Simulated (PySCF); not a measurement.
## As: excitation energy

As [Ar] 3d10 4s2 4p3 (4S) → As [Ar] 3d10 4s1 4p3 5s1 (6S), as a difference of total energies. All numbers are calculated (PySCF 2.14, scalar relativity by spin-free X2C-1e, in aug-cc-pVQZ-DK (8s7p5d3f2g, 93 functions)). Correlated levels: valence: [Ar] 3d10 frozen. The calculations carry no spin-orbit coupling.

```csv
method,excitation energy (eV)
UHF,11.026
MP2 (valence),12.357
SCS-MP2 (valence),12.800
CCSD (valence),12.477
CCSD(T) (valence),12.547
```

**Question.** How much does correlation contribute at CCSD(T) (valence)?

**Answer.** 12.547 − (11.026) = 1.521 eV, measured against UHF.

The upper state lies above the first ionisation limit, but in LS coupling its spin forbids autoionisation to the ground ion. A Rydberg-like electron needs more diffuse functions than a valence basis has.

The promoted electron is Rydberg-like, and one or two diffuse shells describe it only roughly, which tends to raise the upper state.
